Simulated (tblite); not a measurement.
Parent: `[CH3:1][Si@@H:2]([F:3])[Cl:4]`, CH4ClFSi.

Computed geometry: GFN2-xTB, gas phase. One conformer each, not checked by frequencies here.

```tsv
coordinate of the parent	value
C1–Si2	1.889 Å
Si2–F3	1.613 Å
Si2–Cl4	2.006 Å
C1–Si2–F3	107.3°
C1–Si2–Cl4	111.6°
F3–Si2–Cl4	106.4°
```

How does the shared frame change in `[CH3:1][CH2:2][CH2:3][Si@@:4]([CH3:5])([F:6])[Cl:7]` with C1–C2–C3–Si4 180°, C2–C3–Si4–C5 -58°, C4H10ClFSi? Atoms pair as C1 = C5, Si2 = Si4, F3 = F6, Cl4 = Cl7 (parent first).

```csv
parent,relative,value in the relative,change
C1–Si2,C5–Si4,1.894 Å,+0.005
Si2–F3,Si4–F6,1.623 Å,+0.010
Si2–Cl4,Si4–Cl7,2.018 Å,+0.012
C1–Si2–F3,C5–Si4–F6,106.2°,-1.1
C1–Si2–Cl4,C5–Si4–Cl7,111.5°,-0.1
F3–Si2–Cl4,F6–Si4–Cl7,105.5°,-0.9
```

Of the parent's bonds, Si2–Cl4 changes most (+0.012 Å). Bonds of the relative outside the shared frame: C1–C2 1.524, C2–C3 1.531, C3–Si4 1.898 Å. Point group C1 → C1.
